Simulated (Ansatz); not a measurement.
`N#CC(N)(F)[SiH3]` and `NC(F)(F)[SiH3]` differ in one atom or group.

Ansatz, PBE0-D4/def2-TZVP geometries, multiplicity 1. Each molecule was computed in one conformer, which needn't be the lowest.

```json
{"property": "size of the dipole moment (ωB97M-V/def2-TZVPP) / D", "`N#CC(N)(F)[SiH3]`": "3.89"}
{"property": "HOMO–LUMO gap (PBE/def2-TZVPP) / eV", "`N#CC(N)(F)[SiH3]`": "5.74"}
{"property": "HOMO–LUMO gap (B3LYP/def2-TZVPP) / eV", "`N#CC(N)(F)[SiH3]`": "7.72"}
{"property": "HOMO–LUMO gap (ωB97M-V/def2-TZVPP) / eV", "`N#CC(N)(F)[SiH3]`": "12.35"}
{"property": "LUMO energy (B3LYP/def2-TZVPP) / eV", "`N#CC(N)(F)[SiH3]`": "-0.70"}
{"property": "LUMO energy (PBE0/def2-TZVPP) / eV", "`N#CC(N)(F)[SiH3]`": "-0.46"}
```

Task: What does the change do to each property? (Best estimate.)

Result: Ansatz gave: 
| property | `NC(F)(F)[SiH3]` | shift |
| --- | --- | --- |
| size of the dipole moment (ωB97M-V/def2-TZVPP) / D | 2.97 | -0.92 |
| HOMO–LUMO gap (PBE/def2-TZVPP) / eV | 5.70 | -0.04 |
| HOMO–LUMO gap (B3LYP/def2-TZVPP) / eV | 7.43 | -0.29 |
| HOMO–LUMO gap (ωB97M-V/def2-TZVPP) / eV | 11.77 | -0.58 |
| LUMO energy (B3LYP/def2-TZVPP) / eV | -0.08 | 0.62 |
| LUMO energy (PBE0/def2-TZVPP) / eV | 0.18 | 0.64 |

With PBE0 the HOMO rises by 0.95 eV and the LUMO rises by 0.64 eV, so the gap narrows by about 0.31 eV. PBE moves the HOMO by 0.86 eV and ωB97M-V by 0.98 eV. Dipoles are sizes alone; their direction can turn.

B3LYP here is the variant with VWN-RPA as its local correlation; programs differ in this.
